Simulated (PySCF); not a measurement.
# A small calculation by hand: chemical shift, span and skew from a shielding tensor

Cl2H4OSi2, SMILES [SiH3]O[SiH](Cl)Cl. Atoms are numbered in the order given.

```xyz
9

Si    -2.2705    -0.4823     0.4489
O     -0.7868     0.0147     1.0554
Si     0.6779     0.3764     0.4334
Cl     0.4100     1.4718    -1.2824
Cl     1.6603    -1.3481    -0.0731
H     -2.0522    -1.3231    -0.7603
H     -3.0821     0.7126     0.0962
H     -2.9488    -1.2692     1.5096
H      1.4791     1.1400     1.4014
```
Charge 0, spin multiplicity 1.

Geometry: ωB97X-D3(BJ)/def2-SVP. One conformer was computed; it need not be the lowest.

GIAO shieldings from PBE0/pcSseg-1 (PySCF), non-relativistic, no solvent. The symmetric part of the tensor of Si1 has the principal values 343.0, 360.4, 454.4 ppm. The same nucleus in TMS has σ = 352.7 ppm at this level (PySCF, at its B3LYP-D3(BJ)/def2-TZVP geometry). Without spin–orbit terms, shifts of atoms bonded to Cl or Br come out too high.

Question: Work out the isotropic shielding, the ²⁹Si shift against TMS, the span and the skew.

Answer: 
σ(iso) = (σ11 + σ22 + σ33)/3 = 385.9 ppm. δ = σ(ref) − σ(iso) = 352.7 − (385.9) = -33.2 ppm.
Span Ω = σ33 − σ11 = 111.4 ppm. Skew κ = 3(σ(iso) − σ22)/Ω = 0.69. Tumbling in solution averages the tensor to δ; in a static solid the shielding alone would spread this spin-1/2 line over Ω.
